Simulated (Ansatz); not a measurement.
Mulliken charges of BrClH₂OSSi, SMILES `O[Si](S)(Cl)Br` from PBE/def2-TZVPP in Ansatz (PBE0-D4/def2-TZVP geometry).

| atom | x (Å) | y (Å) | z (Å) | charge (e) |
| --- | --- | --- | --- | --- |
| O1 | -1.307 | 0.286 | 0.944 | -0.316 |
| Si2 | -0.085 | 0.046 | -0.095 | 0.551 |
| S3 | 1.287 | -1.137 | 0.974 | -0.198 |
| Cl4 | -0.704 | -0.894 | -1.799 | -0.181 |
| Br5 | 0.746 | 1.995 | -0.739 | -0.179 |
| H6 | -1.894 | 1.029 | 0.792 | 0.199 |
| H7 | 2.019 | -1.394 | -0.123 | 0.125 |

Question: By hand: the dipole of these point charges (1 e Å = 4.8032 D).

Answer: Σ q r = (-0.019, -0.005, 0.057) e Å, of length 0.060 e Å = 0.29 D.

Question: How does the dipole of the full density compare? (Best estimate.)

Answer: Computed: (-0.070, 0.100, -0.022) e Å, 0.60 D; the point charges give 0.48 times that, at 93° from its direction.

Point charges leave out the atoms' own dipoles, such as those of lone pairs, and Mulliken's split depends on the basis, so the two needn't agree.
